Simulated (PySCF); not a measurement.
Calculation: TPSSh-D3(BJ)/def2-TZVP // TPSS-D3(BJ)/def2-SVP (PySCF 2.14.0). All species are isolated molecules in the gas phase. One relaxed conformer stands for a flexible species; it need not be the lowest. 

Reference species: [Y(F)2(OH)] (neutral, multiplicity 1).

```
Item                                                            Value
------------------------------------------------------------  -------
HOMO–LUMO gap                                                 5.56 eV
mean distance from the central atom to its bonded neighbours  2.015 Å
```

Changed species: [Y(F)(OH)2] (2 of 3 F replaced by OH; the reference has 1 of 3 F replaced by OH).

**Question.** Predict the effect on the HOMO–LUMO gap and mean distance from the central atom to its bonded neighbours.

**Answer.** the HOMO–LUMO gap stays essentially unchanged; the mean distance from the central atom to its bonded neighbours rises by 0.011 Å, to 2.026 Å.
